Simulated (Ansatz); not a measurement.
Ansatz (a program for electronic structure) input for BFH, SMILES [BH]F, multiplicity 2, PBE/def2-TZVPD. Geometry: PBE0-D3(BJ)/def2-TZVPD. The isomer is the one that the SMILES or the coordinates give; other isomers of the formula were not compared.

Ansatz 0.2 input:
```yaml
crystal:
  periodic: [false, false, false]
  atoms:
    - {symbol: B, position_ang: [-0.21893170, -0.70951659, 0.00000000]}
    - {symbol: F, position_ang: [0.04762262, 0.56407206, 0.00000000]}
    - {symbol: H, position_ang: [0.66605490, -1.52906563, 0.00000000]}
basis:
  gaussian:
    orbitals: def2-TZVPD
hamiltonian:
  xc: {name: PBE}
magnetization: {spin_polarized: true, initial_magnetization: 1}
```

It prints:

```
WARN ansatz: RAYON_NUM_THREADS=1 ignored (pool sized by the plan → 1); use --threads N
Functional definition: PBE
integrals: 0.01 GiB planned
413 factors; their error is unknown
mean field: 0.19 GiB planned
mean field evaluation 1: about -3404.7214 eV, gradient 1.9e1 eV
mean field evaluation 2: about -3402.7673 eV, gradient 3.4e1 eV
mean field evaluation 4: about -3405.9287 eV, gradient 6.2e-1 eV
mean field evaluation 8: about -3405.9267 eV, gradient 1.5e-2 eV
mean field -3405.92667811 eV, -125.1654968005 hartree, gradient 1.2e-5 eV, S^2 0.751718; 0 other end points of the search recorded, 0 dependent functions left out
reference -3405.92672155 eV, -125.1654983971 hartree; 8, 7 occupied and 78, 79 virtual orbitals, 413 factors
Total energy: -3405.92672155 eV, -125.1654983971 hartree
```

The calculation finished and met its thresholds.

Cost: about 0.9 core-seconds (a rough figure).
